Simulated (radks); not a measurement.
Task: Ionisation of the ytterbium ion Yb3+, [Xe] 4f13, to [Xe] 4f12 as the strength of local exchange is varied. All-electron calculation, scalar-relativistic Kohn-Sham, Slater X-alpha exchange (alpha = 2/3 is LDA exchange), no correlation, spin-polarised, spherical densities, finite nucleus; open shells are filled with parallel spins first (spin-orbit coupling, left out, can overturn this in heavy ions); Fermi nuclear charge, rms radius 5.3108 fm. Program: a radial shooting solver on a logarithmic mesh with Libxc functionals.

| alpha | E(Yb3+) (hartree) | exchange (hartree) | IE (eV) | -e of the level emptied (eV) | <r> of it (bohr) |
|---|---|---|---|---|---|
| 0.667 | -14040.9505 | -276.1069 | 44.209 | 34.103 (4f) | 0.7363 |
| 0.823 | -14105.9745 | -342.3767 | 49.580 | 39.083 (4f) | 0.7166 |
| 0.871 | -14126.0467 | -362.8950 | 51.297 | 40.685 (4f) | 0.7110 |
| 0.903 | -14139.4451 | -376.6071 | 52.458 | 41.771 (4f) | 0.7073 |
| 0.924 | -14148.2451 | -385.6201 | 53.227 | 42.491 (4f) | 0.7049 |
| 1.012 | -14185.1846 | -423.5133 | 56.510 | 45.574 (4f) | 0.6953 |
| ? | -14108.0640 | -344.5112 | 49.758 | 39.248 (4f) | 0.7160 |

Which alpha was used in the last row?

Result: alpha = 0.828. NIST Atomic Spectra Database: 43.61 eV (semi-empirical). The central value is not met in this range of alpha. Open shells are spherical and high-spin; term and fine-structure splittings are not resolved. Spin-orbit splitting is averaged out at the scalar-relativistic level. No tabulated value is given for the 4+ ions of Nd, Pm and Eu to Yb, where it belongs to another shell than the one emptied here.
